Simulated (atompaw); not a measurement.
**PBEsol PAW (atompaw) dataset for rhodium (Rh), scalar-relativistic all-electron reference.**

rhodium, PAW, made with atompaw 4.2.0.5 (PBEsol, scalar-relativistic). Core [Ar] 3d10, reference 4s2 4p6 4d8 5s1 5p0. Waves: 4s (bound): rc 1.65 bohr; 5s (bound): rc 1.90 bohr; 4p (bound): rc 1.20 bohr; 5p (bound, empty): rc 1.90 bohr; 4d (bound): rc 1.90 bohr; 4d channel at 0.2 Ry: rc 1.90 bohr. Local part: vpsmatchnc scheme with l = 3 at 0 Ry, radius 1.65 bohr. Core correction: smooth core density matched at 1.55 bohr. Augmentation charge: sinc compensation charge, radius 1.85 bohr; PAW radius 1.90 bohr; waves and projectors: custom rrkj gramschmidtortho.

Q: Is a potential produced?

A: No. atompaw 4.2.0.5 stopped with "atompaw: The overlap operator has at least one negative eigenvalue!": the overlap operator built from these waves and projectors is not positive definite.
